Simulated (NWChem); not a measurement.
A series in which one site is exchanged, each optimised at PBE0/def2-SVP with NWChem, gas phase unless a solvent is named. Some are not confirmed as minima by frequencies. def2 effective core potentials on Te, I; no spin-orbit coupling.

A: Cl[Te]Cl (TeCl2; site = Cl)
B: Cl[TeH] (HTeCl; site = H)
C: [Te](Cl)F (TeClF; site = F)
D: I[Te]Cl (TeICl; site = I)

### Question
Rank them by static polarisability, CAM-B3LYP/def2-SVPD (bohr³), lowest first.

### Answer
C (53.6), B (55.8), A (69.2), D (92.5)
